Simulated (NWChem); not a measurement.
Everything below was run with NWChem. System: F$_{3}$Sb, charge 0, spin multiplicity 1, at a geometry optimised with PBE0/def2-SVP with def2 effective core potentials on Sb. The structure started from a generated list of species. Level: MP2/def2-SVPD with def2 effective core potentials on Sb, 7 core orbitals frozen.

Part of the output:

```
             Northwest Computational Chemistry Package (NWChem) 7.3.0
             --------------------------------------------------------

                                NWChem Input Module
                                -------------------

 Scaling coordinates for geometry "geometry" by  1.889725989
 (inverse scale =  0.529177249)

 Turning off AUTOSYM since
 SYMMETRY directive was detected!

                             Geometry "geometry" -> ""
                             -------------------------

 Output coordinates in angstroms (scale by  1.889725989 to convert to a.u.)

  No.       Tag          Charge          X              Y              Z
 ---- ---------------- ---------- -------------- -------------- --------------
    1 Sb                  51.0000     0.00367400     0.34805900     0.00000000
    2 F                    9.0000    -0.82320200    -0.64883200     1.41387800
    3 F                    9.0000    -0.82320200    -0.64883200    -1.41387800
    4 F                    9.0000     1.62558300    -0.67467000     0.00000000

 Effective nuclear repulsion energy (a.u.)     425.5006860384

            Nuclear Dipole moment (a.u.)
            ----------------------------
        X                 Y               Z
 ---------------- ---------------- ----------------
    -0.0000283459     0.0000056692     0.0000000000

      Symmetry information
      --------------------

 Group name             Cs
 Group number              2
 Group order               2
 No. of unique centers     3

      Symmetry unique atoms

     1    2    4


 Summary of "ao basis" -> "" (spherical)
 ------------------------------------------------------------------------------
       Tag                 Description            Shells   Functions and Types
 ---------------- ------------------------------  ------  ---------------------
 *                         def2-svpd                  on all atoms

 Summary of "ao basis" -> "ao basis" (spherical)
 ------------------------------------------------------------------------------
       Tag                 Description            Shells   Functions and Types
 ---------------- ------------------------------  ------  ---------------------
 Sb                        def2-svpd                12       32   5s4p3d
 F                         def2-svpd                 9       23   4s3p2d

                                 NWChem SCF Module
                                 -----------------
[...]
 -----------   ------   -------------------------------------------------------
    1 Sb  23    20.73   2.11 -0.08  1.26  0.34  0.02  2.98  3.03  0.88  0.07  9.85  0.30 -0.04
    2 F    9     9.76   1.99  1.12  0.84  0.06  3.30  2.25  0.19  0.00  0.01
    3 F    9     9.76   1.99  1.12  0.84  0.06  3.30  2.25  0.19  0.00  0.01
    4 F    9     9.76   1.99  1.12  0.84  0.06  3.30  2.25  0.19  0.00  0.01

       Multipole analysis of the density wrt the origin
       ------------------------------------------------

     L   x y z        total         open         nuclear
     -   - - -        -----         ----         -------
     0   0 0 0     -0.000000      0.000000     50.000000

     1   1 0 0      0.018292      0.000000     -0.194428
     1   0 1 0      1.732453      0.000000    -18.416606
     1   0 0 1     -0.000000      0.000000      0.000000

     2   2 0 0    -32.303675      0.000000    128.490104
     2   1 1 0      0.028027      0.000000     -0.810705
     2   1 0 1      0.000000      0.000000      0.000000
     2   0 2 0    -29.646136      0.000000     51.639898
     2   0 1 1     -0.000000      0.000000      0.000000
     2   0 0 2    -32.303909      0.000000    128.497314

                   NWChem MP2 Semi-direct Energy/Gradient Module
                   ---------------------------------------------

  Basis functions       =    101
  Molecular orbitals    =    101
  Frozen core           =      7
  Frozen virtuals       =      0
  Active alpha occupied =     18
  Active beta occupied  =     18
  Active alpha virtual  =     76
  Active beta virtual   =     76
  Use MO symmetry       = T
  Use skeleton AO sym   = T

  AO/Fock/Back tols     =   1.0D-09  1.0D-09  1.0D-09

 GA uses MA = F    GA memory limited = T

 Available:
  local mem=  1.26D+08
 global mem=  1.44D+08
 local disk=  0.00D+00
  mp2_memr nvloc                    76
  nvloc new                    76
   1 passes of  18:        3145728                      55694                  23668872.
   1 passes of  18: M    126148319           G      144158798           F     123002591.

 Semi-direct pass number   1 of   1  for RHF alpha+beta  at        1.2s
  vrange nnbf                  5085
  mp2_eaftype                    90  avail_ma_in_mb                  1099
 EAF : mp2_eaftype filesize          90   11834436.
  mp2_eaf for mointskh                     90
Node 0 wrote     55.7 Mb in      0.0 s     Agg I/O rate:  7057.9 Mb/s
 Done moints_semi at        2.8s
  mp2_eaftype                    90  avail_ma_in_mb                  1009
 EAF : mp2_eaftype filesize          90   11834436.
  mp2_eaf for kh                    90
 Done maket at        3.0s
 Done multipass loop at        3.0s

          -------------------------------------------
          SCF energy                -537.425963470774
          Correlation energy          -0.724809599889
          Singlet pairs               -0.419409590134
          Triplet pairs               -0.305400009755
          Total MP2 energy          -538.150773070663
          -------------------------------------------

          ---------------------------------------------------
                    Spin Component Scaled (SCS) MP2
          Same spin pairs                     -0.203600006503
          Same spin scaling factor             0.333333333333
          Opposite spin pairs                 -0.521209593386
          Opposite spin scaling fact.          1.200000000000
          SCS-MP2 correlation energy          -0.693318180898
          Total SCS-MP2 energy              -538.119281651672
          ---------------------------------------------------

 -----------------------
 Performance information
 -----------------------

 Timer overhead =  1.21D-07 seconds/call

               Nr. of calls         CPU time (s)                 Wall time (s)                GFlops
             ---------------    -------------------     ------------------------------   -------------------
Name         Min   Avg   Max    Min     Avg     Max     Min     Avg     Max   Mx/calls   Min     Max     Sum
mp2: moin     1     1     1    1.6     1.6     1.6      1.6     1.6     1.6     1.6      0.0     0.0     0.0
mp2: make     1     1     1   0.14    0.14    0.14     0.14    0.14    0.14    0.14      0.0     0.0     0.0
mp2: tota     1     1     1    1.8     1.8     1.8      1.8     1.8     1.8     1.8      0.0     0.0     0.0

 The average no. of pstat calls per process was 3.00D+00
 with a timing overhead of 3.62D-07s

 Task  times  cpu:        3.0s     wall:        3.0s

 Total times  cpu:        3.0s     wall:        3.0s
```

Write an NWChem input that would produce this output.

This is not unique; one that fits is 
```
start mol
memory heap 200 mb stack 900 mb global 1100 mb
geometry units angstroms nocenter noautoz
  Sb     0.003674     0.348059     0.000000
  F     -0.823202    -0.648832     1.413878
  F     -0.823202    -0.648832    -1.413878
  F      1.625583    -0.674670     0.000000
  symmetry group Cs
end
basis spherical
  * library def2-svpd
end
ecp
  Sb library def2-ecp
end
scf
  rhf
  nopen 0
  maxiter 100
  thresh 1e-7
  semidirect memsize 60000000 filesize 0
end
mp2
  freeze core 7
end
task mp2 energy
```
